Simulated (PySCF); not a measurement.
```xyz
3
charge 0 multiplicity 3, angstrom
S    -0.0478    0.0000   -1.9396
Pb    1.5184    0.0000    0.1117
Pb   -1.5111    0.0000    0.1863
```

Method: UPBE0 in PySCF with S def2-SVP, Pb def2-SVP with ECP60; scalar-relativistic core potentials, no spin–orbit coupling; density-fitted integrals.

This geometry of Pb₂S is a stationary point at this level.

What is the point group?

C2v.

Is it a minimum?

Yes: all harmonic wavenumbers are real.

Which band is strongest in the infrared?

62 cm⁻¹ (b2), 34 km/mol.

What are the dipole moment and the gap between the highest occupied and lowest empty levels of either spin?

3.03 D and 1.01 eV.

What is the atomisation energy, with and without zero-point energy?

590 kJ/mol without, 587 kJ/mol with.

Only a few start shapes were tried, so a lower isomer may exist. At this level a singlet minimum of C2v symmetry lies 57 kJ/mol below this structure. With an element this heavy the missing spin–orbit coupling can shift these numbers.
